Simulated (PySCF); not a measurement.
GaP (SMILES [P]=[Ga]), triplet, at a GFN2-xTB geometry (such geometries of metal compounds can be far from the true shape). Base run: M062X/6-31G** in PySCF.

PySCF was given this input:
```python
from pyscf import gto, scf, dft

mol = gto.Mole()
mol.atom = '''
    Ga   -0.00000000   -0.00000000   -0.74669457
    P     0.00000000    0.00000000    1.54316877
'''
mol.basis = '6-31g**'
mol.spin = 2
mol.verbose = 4
mol.build()

mf = dft.UKS(mol)
mf.xc = 'm062x'
mf.kernel()
mf.analyze()
```

Each row names what was changed in the base input (with any setting that the change needs).

| change | E (Eh) | HOMO (eV) | dipole (D) | <S^2> | core-seconds (rough) | outcome |
|---|---|---|---|---|---|---|
| base | -2265.80799 | -6.29 | 2.59 | 2.027 | 8 | converged |
| functional = lc_wpbe | -2265.46150 | -7.97 | 2.64 | 2.025 | 10 | converged |
| functional = o3lyp | -2266.24060 | -4.98 | 2.18 | 2.013 | 4 | converged |
| functional = pbe0; dispersion = d3bjm | -2265.47039 | -5.62 | 2.25 | 2.013 | 4 | converged |
| functional = hse06 | -2265.47680 | -5.25 | 2.17 | 2.012 | 10 | converged |
| functional = scan | - | - | - | - | - | not converged |
| functional = m06l | -2265.78514 | -4.70 | 2.25 | 2.017 | 6 | converged |
| functional = revpbe | -2265.64818 | -4.72 | 1.96 | 2.007 | 3 | converged |
| functional = b3lyp | -2265.91291 | -5.43 | 2.04 | 2.010 | 4 | converged |
| functional = x3lyp | -2265.77332 | -5.45 | 2.04 | 2.010 | 4 | converged |
| functional = wb97x_v | -2265.59775 | -7.70 | 2.49 | 2.017 | 40 | converged |
| functional = pbe | -2265.40011 | -4.76 | 1.89 | 2.006 | 4 | converged |
| functional = b97-1 | -2265.71138 | -5.40 | 2.15 | 2.012 | 3 | converged |

Totals shift with the method and basis; they matter in differences.

Open shells are given as the SCF converged; they aren't shown to be the lowest states, and a large step between rows can be another state.
